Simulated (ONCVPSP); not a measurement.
**tantalum (Ta): ONCV pseudisation with LDA (Perdew-Wang 92), non-relativistic reference atom.**

- Element: Ta
- Generator: ONCVPSP 4.0.1
- Type: optimised norm-conserving Vanderbilt (ONCV)
- Functional: LDA (Perdew-Wang 92)
- Relativity: non-relativistic
- Frozen core: [Xe] 4f14
- Valence charge: 5
- Reference configuration: 5d3 6s1.75 6p0.25
- Partial waves: 6s: rc 3.05 bohr, ncon 3, nbas 7, qcut 2.4 1/bohr, 1 projector; 6p: rc 4.00 bohr, ncon 4, nbas 7, qcut 2.2 1/bohr, 2 projectors, debl 1 Ha; 5d: rc 2.50 bohr, ncon 4, nbas 8, qcut 5.2 1/bohr, local
- Local potential: the d channel
- Core correction: polynomial model core, fcfact 0.3

All-electron outer shells of the reference configuration (LDA (PZ), non-relativistic, ld1.x):

| shell | level (eV) | outermost node (bohr) | outermost maximum (bohr) |
| --- | --- | --- | --- |
| 5p | -37.77 | 0.61 | 1.17 |
| 4f | -32.95 | – | 0.43 |
| 5d | -5.25 | 0.65 | 1.54 |
| 6s | -4.97 | 1.45 | 3.03 |
| 6p | -1.77 | 1.65 | 3.94 |

Estimate the cutoffs (Ha) at which the residual kinetic energy of the hardest occupied pseudo-wave falls to 1 and 0.1 mHa per electron.

11 Ha and 12 Ha.

What does a ghost test show?

Ghosts flagged at negative energy: s at -43.0 eV; GHOST(+) flagged for p at 27.3 eV. A true bound ghost makes a file unfit for plane-wave use.

Which valence shell sets the plane-wave cutoff?

5d: 11 Ha for 1 mHa per electron, against 2 Ha for 6s.

Its largest configuration-test error is -14 meV (5d3.5 6s1.5 6p0). 1 of 4 tests not solved or not reliable.
